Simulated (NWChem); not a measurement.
CH₂N, doublet; SMILES C=[N]

```xyz
4

C      0.0000     0.0000     0.5013
N      0.0000     0.0000    -0.7494
H      0.0000    -0.9480     1.0986
H      0.0000     0.9480     1.0986
```
Atoms are numbered in this order, from 1.

Program: NWChem. Pople sets run with spherical d functions. Spin-unrestricted. Spin-contaminated determinants: UHF/6-31G* (<S²> = 0.97). In the optimisation the excess spin sits in b2 (C2v, its own frame). Geometry: optimised at PBE-D3(BJ)/def2-SVP, spin-unrestricted. No stability test was run on the SCF state. Atomic charges in e: unrestrained fits to the electrostatic potential beside Mulliken populations; the two definitions need not agree.

For level UHF/6-31G*:

| Quantity | Result |
|---|---|
| Mulliken C1 | -0.18 |

Problem. What are these values for level B3LYP/def2-SVP?

Solution. 
| Quantity | Result |
|---|---|
| Mulliken C1 | -0.03 |
